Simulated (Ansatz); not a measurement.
The same ligand exchange along the group V, Nb, Ta.

Computed with Ansatz on PBE0-D4/def2-TZVP structures; ΔE is electronic, products minus reactants. CBS: MP2 limit from def2 TZ/QZ plus the TZ coupled-cluster correction, frozen cores. This one scheme is used for every species. DFT in def2-TZVPP. B3LYP here is the variant with VWN-RPA as its local correlation; programs differ in this. Elements past krypton have def2 core potentials. For Nb, Ta, V outer-core shells are correlated without core-valence functions, which leaves a few kJ/mol of doubt a bond. Scalar relativity is left out up to krypton. One conformer a species, not always the lowest.

| reaction | CCSD(T)/CBS(def2) (kJ/mol) |
| --- | --- |
| `[NH]=[V]([Cl])([Cl])[Cl]` + NH₃ → `[NH]=[V]([NH2])([Cl])[Cl]` + HCl | ? |
| `[NH]=[Nb]([Cl])([Cl])[Cl]` + NH₃ → `[NH]=[Nb]([NH2])([Cl])[Cl]` + HCl | 57 |
| `[NH]=[Ta]([Cl])([Cl])[Cl]` + NH₃ → `[NH]=[Ta]([NH2])([Cl])[Cl]` + HCl | 54 |

Fill in the missing values. (Estimate.)

The calculation gave: `[NH]=[V]([Cl])([Cl])[Cl]` + NH₃ → `[NH]=[V]([NH2])([Cl])[Cl]` + HCl: +39.4 kJ/mol.

Largest T1 diagnostic: 0.030, for `[NH]=[V]([NH2])([Cl])[Cl]`, so its coupled-cluster energy is less sure.
